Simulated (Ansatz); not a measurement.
Cost and result for the atomization energy of `[SH][Ge][SH]` (5 atoms, 4 bonds).

```
atom   x (Å)   y (Å)   z (Å)
  S1   1.786  -0.812   0.514
 Ge2  -0.260  -1.208  -0.313
  S3  -1.001   0.900  -0.208
  H4   1.689   0.514   0.716
  H5  -2.213   0.606  -0.709
```

The species carries charge 0 and has multiplicity 1. Correlated methods include outer-core shells of Ge, which these sets cover unevenly. Scalar relativity is left out up to krypton. All single points use the PBE0-D4/def2-TZVP geometry. It is one conformer, not always the lowest. Program: Ansatz. Hardware: A = 2 threads of an AMD EPYC 7R13 on a shared host; B = 2 threads of an AMD EPYC 7R13 on a shared host and a share of an NVIDIA H100 80 GB. Times are those of one run each, without the atoms' runs, and a repeat can differ threefold. Electronic energies, without spin–orbit coupling; frozen cores. CCSD(T)/CBS adds CCSD(T) − MP2 in def2-TZVPP to the MP2 limit, and its time is that of the two runs behind it. T1 = 0.014. With those shells the extrapolation isn't a true limit. B3LYP takes the VWN-RPA correlation (the form of Gaussian; ORCA's B3LYP/G).

CCSD(T)/CBS is a level of theory with its own doubt, some kJ/mol a heavy atom from the limit and from the frozen cores, so smaller differences don't rank the functionals.

```tsv
level	functions	wall time	atomization (kJ/mol)	difference from CCSD(T)/CBS	per bond
PBE-D4/def2-TZVPP (with forces) [A]	160	1.4 s	1439.8	33.7	8.4
PBE0-D4/def2-TZVPP [A]	160	2 s	1399.0	-7.1	-1.8
B3LYP-D4/def2-TZVPP (with forces) [A]	160	2.5 s	1396.2	-9.9	-2.5
r2SCAN-D4/def2-TZVPP (with forces) [A]	160	3.1 s	1417.1	11.0	2.7
B2PLYP/def2-TZVPP [A]	160	3.2 s	1369.3	-36.8	-9.2
CCSD(T)/def2-TZVPP [B]	160	4.1 s	1348.5	-57.6	-14.4
ωB97X-V/def2-TZVPP [A]	160	4.4 s	1411.6	5.5	1.4
ωB97M-V/def2-TZVPP (with forces) [A]	160	6.5 s	1408.7	2.6	0.6
CCSD(T)/def2-QZVPP [B]	289	10 s	1382.9	-23.2	-5.8
CCSD(T)/CBS(def2)	–	14 s	1406.1	0.0	0.0
```

From PBE to PBE0 (25 % exact exchange), in def2-TZVPP and without D4, the atomization energy moves by −38.5 kJ/mol: exact exchange takes away binding that semilocal exchange gives to molecules. The D4 term adds +24.3 kJ/mol with B3LYP and +12.4 kJ/mol with PBE0; it sums over pairs of atoms, weighted by their polarisabilities, and B3LYP, whose exchange is more repulsive, gets the larger term. In def2-TZVPP, CCSD(T) changes the Hartree–Fock value by +432.5 kJ/mol (the triples alone add +37.2 kJ/mol) and MP2 by +446.3 kJ/mol; breaking electron pairs costs correlation energy, which Hartree–Fock lacks.
